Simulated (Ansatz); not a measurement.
Si3Ge3. Total charge 0; singlet. Geometry PBE0-D4/def2-SVP, basis def2-TZVP, Ansatz.

Cartesian coordinates in Å:
```
Si -0.756 -0.050 0.226
Si -0.796 -2.186 1.060
Si 1.697 0.015 -0.592
Ge 0.402 2.026 -0.716
Ge 1.210 -1.008 1.532
Ge -1.756 1.204 -1.510
```

| run | HOMO (eV) | LUMO (eV) |
| --- | --- | --- |
| A | -5.27 | -3.61 |
| B | -5.05 | -3.55 |
| C | -5.78 | -3.02 |
| D | -5.54 | -3.08 |
| E | -4.80 | -3.34 |

B3LYP takes the VWN-RPA correlation. Another isomer (singlet) lies 1.85 eV lower at PBE0-D4/def2-TZVP; other spin states weren't run for this one.

**Question.** The runs used B3LYP, BLYP, PBE, PBE0, r2SCAN. Estimate which is which.

**Answer.** A r2SCAN (0 % exact exchange); B PBE (0 % exact exchange); C PBE0 (25 % exact exchange); D B3LYP (20 % exact exchange); E BLYP (0 % exact exchange). Exact exchange lowers occupied and raises empty levels; among semilocal functionals meta-GGAs tend to open the gap a little, and such runs are hard to tell apart. The gap grows from 1.46 eV (BLYP) to 2.76 eV (PBE0). The restricted singlet is unstable towards broken spin symmetry in Hartree–Fock (as tested in another run); at r2SCAN-D4/def2-TZVP, PBE-D4/def2-TZVP, PBE0-D4/def2-TZVP, B3LYP-D4/def2-TZVP and others this wasn't settled.
